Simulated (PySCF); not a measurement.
**Zr⁺: ionisation energy**

Zr⁺ [Kr] 4d2 5s1 (4F) → Zr²⁺ [Kr] 4d2 (3F), as a difference of total energies. Computed with PySCF 2.14 in x2c-TZVPPall (8s6p6d2f1g, 79 functions), with the spin-free X2C one-electron Hamiltonian (Gaussian nucleus). Correlated levels: valence: [Kr] frozen. The calculations carry no spin-orbit coupling.

| method | ionisation energy (eV) |
| --- | --- |
| UHF | 12.285 |
| MP2 (valence) | 12.503 |
| SCS-MP2 (valence) | 12.357 |
| CCSD (valence) | 12.572 |
| CCSD(T) (valence) | 12.575 |

Task: How much does correlation contribute at CCSD(T) (valence)?

Result: 12.575 − (12.285) = 0.290 eV, measured against UHF.

The reference lies between the lowest fine-structure levels, while these numbers refer to the centres of the terms.

Errors of the correlated levels include the incompleteness of this basis and the frozen core.

For comparison: 13.13 eV (measured; NIST Atomic Spectra Database, ionization energies).
